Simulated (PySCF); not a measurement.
# Ga²⁺ (gallium, charge +2): UHF calculation

Configuration: [Ar] 3d10 4d1, 2D determinant (an excited configuration). Computed with PySCF 2.14 in x2c-TZVPPall with one added diffuse shell each of s, p, d type (7s6p5d1f, 57 functions), with scalar relativity by spin-free X2C-1e.

```json
{
 "Total energy": "-1940.653092 hartree",
 "One-electron energy": "-2680.3676 hartree",
 "Hartree (Coulomb) energy": "813.7640 hartree",
 "Exchange energy": "-74.0495 hartree",
 "⟨S²⟩": "0.7500",
 "⟨L²⟩": "6.000",
 "Sum of ⟨r⟩": "18.77 bohr",
 "Sum of ⟨r²⟩": "29.89 bohr²",
 "Traceless quadrupole moment −½Σ⟨3z² − r²⟩ along its main axis": "5.02 e·bohr²",
 "Langevin diamagnetic susceptibility": "-23.7 ×10⁻⁶ cm³/mol"
}
```

```json
{"shell": "1s α", "electrons": "1", "mean orbital energy (eV)": "-10466.9", "spread (eV)": "0", "rms radius, mean of both spins (bohr)": "0.0560"}
{"shell": "1s β", "electrons": "1", "mean orbital energy (eV)": "-10466.9", "spread (eV)": "0", "rms radius, mean of both spins (bohr)": "0.0560"}
{"shell": "2s α", "electrons": "1", "mean orbital energy (eV)": "-1366.2", "spread (eV)": "0", "rms radius, mean of both spins (bohr)": "0.236"}
{"shell": "2s β", "electrons": "1", "mean orbital energy (eV)": "-1366.2", "spread (eV)": "0", "rms radius, mean of both spins (bohr)": "0.236"}
{"shell": "2p α", "electrons": "3", "mean orbital energy (eV)": "-1188.3", "spread (eV)": "0.012", "rms radius, mean of both spins (bohr)": "0.211"}
{"shell": "2p β", "electrons": "3", "mean orbital energy (eV)": "-1188.3", "spread (eV)": "0.061", "rms radius, mean of both spins (bohr)": "0.211"}
{"shell": "3s α", "electrons": "1", "mean orbital energy (eV)": "-204.19", "spread (eV)": "0", "rms radius, mean of both spins (bohr)": "0.699"}
{"shell": "3s β", "electrons": "1", "mean orbital energy (eV)": "-204.12", "spread (eV)": "0", "rms radius, mean of both spins (bohr)": "0.699"}
{"shell": "3p α", "electrons": "3", "mean orbital energy (eV)": "-148.55", "spread (eV)": "0.052", "rms radius, mean of both spins (bohr)": "0.736"}
{"shell": "3p β", "electrons": "3", "mean orbital energy (eV)": "-148.48", "spread (eV)": "0.133", "rms radius, mean of both spins (bohr)": "0.736"}
{"shell": "3d α", "electrons": "5", "mean orbital energy (eV)": "-57.173", "spread (eV)": "0.338", "rms radius, mean of both spins (bohr)": "0.876"}
{"shell": "3d β", "electrons": "5", "mean orbital energy (eV)": "-57.072", "spread (eV)": "0.163", "rms radius, mean of both spins (bohr)": "0.876"}
{"shell": "4d α", "electrons": "1", "mean orbital energy (eV)": "-12.629", "spread (eV)": "0", "rms radius, mean of both spins (bohr)": "4.20"}
```

The outer electron is Rydberg-like, and this basis confines it to a smaller radius and binds it less than a complete one would.

Densities and radii are taken from the X2C orbitals without a picture-change correction, which distorts them close to the nucleus.

Spin-orbit constants ζ (cm⁻¹) from the X2C one-electron operator on these orbitals: bare nucleus, nucleus screened by l(l+1)(2l+1)/3 electrons, and screened by the Breit-Pauli mean field of the electrons.

```csv
shell,bare,screened nucleus,mean field
2p,154100,144200,139600
3p,19980,18690,17990
3d,2124,1439,1319
4d,59.23,40.12,35.00
```

To first order the Landé constant is A = 35.00 cm⁻¹, so the lowest level has J = 3/2 and lies 0.00651 eV below the centre of the term.
